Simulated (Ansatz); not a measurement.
SnGe₂. Charge 0, multiplicity 3. Geometry r2SCAN-D4/def2-TZVP.

```xyz
3

Ge    0.778   -1.027    0.623
Ge    0.703    1.243   -0.095
Sn   -1.481   -0.216   -0.528
```

In the def2 sets Sn takes a core potential; there is no spin–orbit coupling. At PBE0-D4/def2-TZVP a singlet of charge 0 lies 0.05 eV below the triplet, each at its own geometry. The structure comes from a short search, and lower isomers may exist.

Question: Estimate the α-spin orbital energies around the gap (eV) in Ansatz with PBE-D4/def2-TZVP, r2SCAN-D4/def2-TZVP, PBE0-D4/def2-TZVP, r2SCAN0-D4/def2-TZVP, ωB97X-V/def2-TZVP.

Answer: 
```tsv
orbital	PBE-D4/def2-TZVP	r2SCAN-D4/def2-TZVP	PBE0-D4/def2-TZVP	r2SCAN0-D4/def2-TZVP	ωB97X-V/def2-TZVP
HOMO−9	-25.38	-26.15	-28.20	-28.73	-30.74
HOMO−8	-25.35	-26.12	-28.16	-28.70	-30.72
HOMO−7	-25.33	-26.10	-28.14	-28.68	-30.68
HOMO−6	-14.27	-14.96	-16.14	-16.59	-19.17
HOMO−5	-10.28	-10.75	-11.67	-12.01	-14.23
HOMO−4	-10.26	-10.74	-11.58	-11.91	-14.12
HOMO−3	-5.66	-5.97	-6.64	-6.88	-8.65
HOMO−2	-5.63	-5.84	-6.37	-6.57	-8.19
HOMO−1	-5.45	-5.79	-6.35	-6.51	-8.13
HOMO	-4.93	-5.27	-5.79	-6.03	-7.57
LUMO	-2.95	-2.91	-2.30	-2.29	-0.46
LUMO+1	-2.66	-2.63	-1.99	-1.98	-0.05
LUMO+2	-1.09	-1.01	-0.51	-0.45	1.26
LUMO+3	-0.59	-0.25	0.06	0.27	1.76
LUMO+4	-0.08	0.23	0.57	0.76	2.44
LUMO+5	2.04	2.57	2.66	3.02	4.18
β HOMO	-5.21	-5.42	-5.94	-6.09	-7.78
β LUMO	-4.47	-4.33	-3.74	-3.63	-1.95
```
